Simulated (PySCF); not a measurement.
This script is equivalent to a calculation on Be⁺ (beryllium, charge +1).

```python
from pyscf import gto, scf, dft, mp, cc
import basis_set_exchange as bse
mol = gto.M(atom="Be 0 0 0", charge=1, spin=1, symmetry="D2h",
            basis=gto.basis.parse(bse.get_basis("aug-cc-pVTZ", elements=["Be"], fmt="nwchem", augment_diffuse=1)))
mf = dft.UKS(mol, xc="B88,P86")
mf.irrep_nelec = {'Ag': (2, 1)}
mf.kernel()
```

Question: What total energy does it give?

Answer: -14.324 hartree (calculated).

Question: Which occupied shell lies highest, and where?

Answer: 2s α, at -14.489 eV.

Question: What is ⟨S²⟩, and what would a pure spin state give?

Answer: 0.750, against 0.75.
